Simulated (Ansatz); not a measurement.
Geometry optimisation, RKS LDA/def2-SVP in Ansatz.

input.yaml

```yaml
crystal:
  periodic: [false, false, false]
  atoms:
    - { symbol: F, position_ang: [-1.9048, -0.6284, 1.8172] }
    - { symbol: C, position_ang: [-0.9007, -0.1559, 1.102] }
    - { symbol: "N", position_ang: [-0.7583, -0.6749, -0.0699] }
    - { symbol: Si, position_ang: [0.7309, -0.0645, -0.9073] }
    - { symbol: F, position_ang: [1.18881, -1.15089, -1.89587] }
    - { symbol: Cl, position_ang: [2.15295, 0.23064, 0.55936] }
    - { symbol: H, position_ang: [-0.2371, 0.6197, 1.5873] }
    - { symbol: H, position_ang: [0.43184, 1.21187, -1.56579] }
basis:
  gaussian: { orbitals: def2-SVP }
hamiltonian:
  xc: lda
relax:
  f_tol: 0.015
  max_steps: 40
```

Launched with:

```bash
$ ansatz run input.yaml --threads 2 --pin off --max-ram 3072MiB --backend cpu --events-out ev --progress --plain --runs-dir out
```

Question: Where does it end, and by what steps?

Answer: The forces met the threshold. After 10 steps the energy has fallen by 0.462 eV; H7 moved furthest, 0.68 Å.

```
step  energy less start (eV)  largest force component (eV/Å)  accepted
   0                  0.0000                           2.973       yes
   1                 -0.2461                           1.569       yes
   2                 -0.3382                           1.025       yes
   3                 -0.4408                           0.901       yes
   4                 -0.4531                           0.395       yes
   5                 -0.4572                           0.238       yes
   6                 -0.4608                           0.081       yes
   7                 -0.4614                           0.163       yes
   8                 -0.4619                           0.065       yes
   9                 -0.4620                           0.030       yes
  10                 -0.4620                           0.011       yes
```

```xyz
8
Properties=species:S:1:pos:R:3
F -2.065 -0.527 1.723
C -0.911 -0.242 1.159
N -0.752 -0.301 -0.080
Si 0.704 0.045 -0.916
F 1.158 -1.295 -1.681
Cl 2.209 0.531 0.399
H -0.153 0.042 1.932
H 0.513 1.135 -1.909
```

Time of the run: 31 s on 2 threads of AMD EPYC 7R43 64-Core Processor (Zen 3), on a shared host, peak memory 0.18 GiB.
